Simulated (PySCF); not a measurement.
Molecule: `[SiH3][SiH2][SiH]([SiH3])[SiH3]`, H12Si5.

Numbering as in the mapped SMILES `[SiH3:1][SiH2:2][SiH:3]([SiH3:4])[SiH3:5]` (H(Xn): hydrogen on atom n).

Geometry PBE0-D3(BJ)/def2-SVP throughout; GIAO in PySCF 2.14, gas phase, one conformer, non-relativistic; equivalent atoms averaged; basis pcSseg-1.

For orientation, KT3 gives these shifts δ (against TMS at the same level): Si4/Si5 -97.2, Si1 -100.7, Si2 -104.8, Si3 -121.1, H(Si4)/H(Si5) 3.59, H(Si1) 3.55, H(Si2) 3.44, H(Si3) 3.13 ppm.

A run gave: Si4/Si5 -96.4, Si1 -99.4, Si2 -104.8, Si3 -121.4, H(Si4)/H(Si5) 3.54, H(Si1) 3.51, H(Si2) 3.30, H(Si3) 2.93 ppm (shifts δ (against TMS at the same level)).

**Question.** Which functional was used in that run?
A. BP86
B. HF
C. BHandHLYP
D. wB97X-D

**Answer.** C. H(Si3) tells them apart best: BHandHLYP gives 2.93, wB97X-D gives 3.10, HF gives 2.72, BP86 gives 3.33 ppm.
